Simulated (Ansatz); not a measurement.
A geometry relaxed with B3LYP-D3(BJ)/def2-TZVP run with Ansatz (an electronic-structure program), charge 0, multiplicity 1:

```xyz
13

H      1.4449    -1.4257     0.4880
H     -1.5373     0.8553     0.9669
H     -0.9624     1.3681    -0.6214
C     -1.3893     0.5299    -0.0663
H      0.7846    -0.1911     1.5381
C     -0.4878    -0.6997    -0.1278
H     -2.3719     0.3249    -0.4941
H      1.8828     0.3034    -1.1343
N      1.7483     0.5223    -0.1533
C      0.8985    -0.4791     0.4884
H     -0.9705    -1.5329     0.3936
H      1.3265     1.4420    -0.1085
H     -0.3663    -1.0175    -1.1694
```

Q: Write the SMILES of this molecule.

A: `CCCN`
